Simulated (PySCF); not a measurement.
CsMg and its ions

PBE0; basis Cs def2-SVPD with ECP46, Mg def2-SVPD; scalar-relativistic core potentials; PySCF 2.14. Neutral (UKS): doublet (σ ↑), Re = 4.356 Å, ωe = 61.2 cm⁻¹, De = 0.15 eV, HOMO -2.68 eV, LUMO -1.30 eV.

CsMg⁺ (UKS): singlet (closed shell), Re = 4.222 Å, ωe = 69.9 cm⁻¹, De = 0.23 eV to Cs⁺ + Mg. The energies at the minima are -220.03500 hartree for CsMg and -219.89483 for CsMg⁺.

Q: Work out the adiabatic ionisation energy, without and with harmonic zero-point energies (1 hartree = 27.2114 eV, 1 eV = 8065.5 cm⁻¹), and the change of the bond length.

A: At PBE0: 0.14017 hartree = 3.814 eV between the minima; the zero-point term (69.9 − 61.2)/2 cm⁻¹ = +0.001 eV makes it 3.815 eV. Re changes by -13.4 pm against the neutral. The electron leaves a σ orbital, and the shorter bond of the ion fits an antibonding orbital, or a change in how ionic the bond is.

CsMg⁻ (UKS): singlet (closed shell), Re = 4.743 Å, ωe = 45.2 cm⁻¹, De = 0.22 eV to Cs⁻ + Mg. The energies at the minima are -220.03500 hartree for CsMg and -220.05408 for CsMg⁻.

Q: Work out the adiabatic electron affinity, without and with harmonic zero-point energies (1 hartree = 27.2114 eV, 1 eV = 8065.5 cm⁻¹), and the change of the bond length.

A: At PBE0: 0.01908 hartree = 0.519 eV between the minima; the zero-point term (61.2 − 45.2)/2 cm⁻¹ = +0.001 eV makes it 0.520 eV. Re changes by +38.7 pm against the neutral. The electron enters a σ orbital; the charge polarises the partner, so the anion is bound more strongly.

Closed-shell solutions of metal pairs were not tested for spin polarisation, which can lower them a little. Weak bonds: CsMg, CsMg⁺, CsMg⁻. Basis-set superposition, not corrected here, can be much of De in a small basis, most of all at correlated wavefunction levels. Spin–orbit coupling is left out. For an ion De counts to the pair picked by the measured ionisation energies or electron affinities, which need not be the lowest pair at this level. The highest Kohn–Sham level is positive in this anion. Much of that is self-interaction error, but it also means that the finite basis helps to hold the extra electron. States were picked by a PBE0 search and need not be the measured ground states.
